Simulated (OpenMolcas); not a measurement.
Re4+ among 3 point charges of -2 e arranged as a planar triangle (D3h), 2.03 Å from the ion.

```json
{"Program": "OpenMolcas", "Method": "SS-CASPT2, IPEA 0.25 Eh, imaginary shift 0.1 Eh (closed shells correlated: 4f 5s 5p)", "Basis": "ANO-RCC-VTZP [8s7p5d3f2g1h]", "Scalar Hamiltonian": "DKH2, point nucleus", "Active space": "3 electrons in 5 orbitals (5d)", "State averaging": "2S+1 = 4 even, 10 roots; 2S+1 = 2 even, 40 roots", "Spin-orbit coupling": "state interaction with AMFI integrals over the reference wave functions"}
```

(1) What is the spin-free ground state (labels of D3, the rotations of D3h)?

(2) Where is the first state of the same spin?

(3) What are the lowest two levels with spin-orbit coupling?

(4) What is χT at 300 K?

Answers

(1) 4A2, 1-fold in its orbital part, 60 % from free-ion P terms; it has the highest spin that d3 allows.

(2) 4A1 at 6510 cm-1 above the ground state.

(3) A 2-fold level E3/2 with g = 0.00, 0.00, 3.82, then a 2-fold level E1/2 1380 cm-1 above it. Their leading multiplicities are 4 (76 %) and 4 (93 %).

(4) 0.53 cm3 K/mol.

Roots that are degenerate in the reference are averaged as groups; the widest CASPT2 spread within a group is 170 cm-1 (the 2-fold group of multiplicity 4 near 12100 cm-1 above the lowest state of its run). Shifts and gaps below about the spread of the groups concerned are not significant. Spin-orbit coupling mixes the spin-free states strongly: the lowest level takes only 45 % from its leading state, 4A2. Free-ion shares, where given, are those of the reference states; single-state CASPT2 does not remix them. This is an electrostatic model: the charges have no orbitals. No measured value stands beside these numbers.
